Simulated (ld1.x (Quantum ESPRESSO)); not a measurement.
**Reading a pseudo-wave (arsenic (As))**

Columns: radius, all-electron u(r) and pseudo u(r) of the 4s shell (level -15.37 eV) of arsenic in the configuration [Ar] 3d10 4s1 4p4; PBE, scalar-relativistic, ultrasoft scheme, ld1.x (Quantum ESPRESSO) 7.5.

| r (bohr) | all-electron | pseudo |
| --- | --- | --- |
| 0.130 | -0.2342 | -0.0808 |
| 0.260 | 0.0643 | -0.1623 |
| 0.390 | 0.3545 | -0.2449 |
| 0.520 | 0.3441 | -0.3285 |
| 0.650 | 0.1536 | -0.4122 |
| 0.780 | -0.0905 | -0.4944 |
| 0.910 | -0.3194 | -0.5728 |
| 1.040 | -0.5051 | -0.6445 |
| 1.170 | -0.6412 | -0.7064 |
| 1.300 | -0.7314 | -0.7553 |
| 1.430 | -0.7830 | -0.7886 |
| 1.560 | -0.8038 | -0.8042 |
| 1.690 | -0.8011 | -0.8011 |
| 1.820 | -0.7807 | -0.7807 |
| 1.950 | -0.7478 | -0.7478 |
| 2.080 | -0.7066 | -0.7066 |
| 2.210 | -0.6604 | -0.6604 |
| 2.340 | -0.6117 | -0.6117 |
| 2.470 | -0.5623 | -0.5623 |
| 2.600 | -0.5137 | -0.5137 |
| 2.730 | -0.4669 | -0.4669 |
| 2.860 | -0.4224 | -0.4224 |
| 2.990 | -0.3806 | -0.3806 |
| 3.120 | -0.3419 | -0.3419 |
| 3.250 | -0.3061 | -0.3061 |
| 3.380 | -0.2735 | -0.2735 |

Task: How many radial nodes do the two functions have?

Result: The all-electron 4s function has n − l − 1 = 3 (the table is too coarse to show those close to the nucleus); the pseudo-wave has 0, since the states of the same l below it are removed with the core.

Task: At about which radius was the pseudo-wave matched?

Result: 1.65 bohr, where the columns begin to agree (steps of 0.13 bohr).

Task: Where does each function peak?

Result: Outermost all-electron maximum near 1.56 bohr, pseudo maximum near 1.56 bohr (to the table’s step).

Task: Is the pseudo-wave norm-conserving?

Result: No, it belongs to an ultrasoft set: the norm inside the radius is not constrained, and the difference is carried by the augmentation charge.
